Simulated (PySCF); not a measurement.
## Nuclear quadrupole coupling in `C/C=C\[P@H](=O)P(C)C`

C₅H₁₂OP₂.
Geometry (GFN2-xTB, Å), atoms numbered from 1 in this order:
```
atom  x, y, z in Å
C1     2.299    0.718    1.388
C2     2.398    0.965   -0.073
C3     1.646    0.371   -0.991
P4     0.346   -0.838   -0.669
O5    -0.212   -1.398   -1.911
P6    -1.195    0.047    0.652
C7    -1.979    0.977   -0.738
C8    -2.252   -1.468    0.598
H9     2.186    1.662    1.919
H10    1.450    0.079    1.619
H11    3.213    0.246    1.749
H12    3.156    1.676   -0.382
H13    1.748    0.587   -2.047
H14    0.975   -1.813    0.118
H15   -2.979    1.291   -0.442
H16   -1.385    1.864   -0.958
H17   -2.035    0.346   -1.626
H18   -2.295   -1.864   -0.417
H19   -3.255   -1.215    0.940
H20   -1.838   -2.222    1.267
```

Field gradients from the PBE0/pcSseg-1 density (PySCF, non-relativistic), principal values in atomic units, ordered |Vxx| ≤ |Vyy| ≤ |Vzz|:

| atom | Vxx | Vyy | Vzz |
| --- | --- | --- | --- |
| O5 | -0.3674 | -0.5272 | 0.8946 |

Question: Find the asymmetry η = (Vxx − Vyy)/Vzz and the couplings χ = eQV/h (234.96 MHz × Q in barn × V in au), with Q(17O) = −0.0256 b.

Answer: 
```
atom        environment  nucleus     η  χzz (MHz)  χxx (MHz)  χyy (MHz)
  O5  phosphoryl oxygen      17O  0.18      -5.38       2.21       3.17
```

The tensor is traceless: Vxx + Vyy + Vzz = 0.

Question: What is Vzz at O5 in SI units (1 au = 9.71736 × 10²¹ V/m²)?

Answer: 0.8946 au = 8.693 × 10²¹ V/m².

Were the hydrogens deuterons (Q(2H) = 0.00286 b), χzz would run from 122 kHz (H14) to 217 kHz (H13).

One conformer (not necessarily the lowest) at the GFN2-xTB geometry, without solvent, vibrations or thermal averaging. GFN2-xTB bond lengths can be off by several hundredths of an ångström, more for odd bonds, and the gradients follow them. These gradients aren't converged with respect to the basis.
